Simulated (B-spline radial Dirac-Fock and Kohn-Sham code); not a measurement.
# Kr²⁺ 3s: cross section and angular parameters

System: Kr²⁺ in the configuration [Ar] 3d10 4s2 4p4; threshold 304.7 eV (orbital energy of the model). Level of theory: Dirac-Hartree-Slater photoionisation with a Latter tail; cross sections with all multipoles, angular parameters from the dipole term and its interference with E2; a radial atomic solver.

The run's input, task.json:

```json
{"items": [{
  "Z": 36,
  "q": 2,
  "cfg": [[1, 0, 2], [2, 0, 2], [2, 1, 6], [3, 0, 2], [3, 1, 6], [3, 2, 10], [4, 0, 2], [4, 1, 4]],
  "A": 84,
  "rrms": 4.1884,
  "do": "xps",
  "hv": [80, 98.0, 128.0, 200, 264.0, 300, 426.0, 520.0, 542.0, 563.0, 619.0, 644.0, 762.0, 793.0, 931.0, 1253.6, 1470.0, 1486.9, 1530.0, 2040.0, 2420.0, 2750.0, 3440.0, 3610.0, 6000, 8047.8, 8450.0, 11500.0, 12000, 12800.0]
}]}
```

Launch: `python xray2_run.py task.json out`

For linearly polarised light dσ/dΩ = σ/(4π) [1 + β P₂(cos θ) + (δ + γ cos²θ) sin θ cos φ], with θ from the polarisation vector and φ the angle between the beam and the projection of the electron momentum on the plane normal to the polarisation.

```csv
hν (eV),σ (kb),β,γ
426,140,1.995,0.411
520,112,1.996,0.344
542,106,1.996,0.328
563,?,?,?
619,88.6,1.997,0.271
644,83.9,1.997,0.253
762,66.0,1.997,0.178
793,62.1,1.997,0.160
931,48.6,1.997,0.091
1253.6,30.0,1.998,-0.014
1470,22.8,1.998,-0.052
1486.9,22.3,1.998,-0.055
1530,21.2,1.998,-0.060
2040,12.7,1.998,-0.078
2420,9.21,1.998,-0.057
2750,7.20,1.998,-0.025
3440,4.63,1.998,0.067
3610,4.20,1.998,0.093
6000,1.45,1.998,0.490
8047.8,0.755,1.998,0.818
8450,0.676,1.998,0.879
11500,0.331,1.997,1.312
12000,0.299,1.997,1.378
12800,0.256,1.997,1.481
```

Question: Give the values at 563 eV.

Answer: σ = 101 kb, β = 1.996, γ = 0.312. For an s subshell δ is negligible.

Values without a named source are computed, but for edge energies of neutral atoms, which are taken from tables.
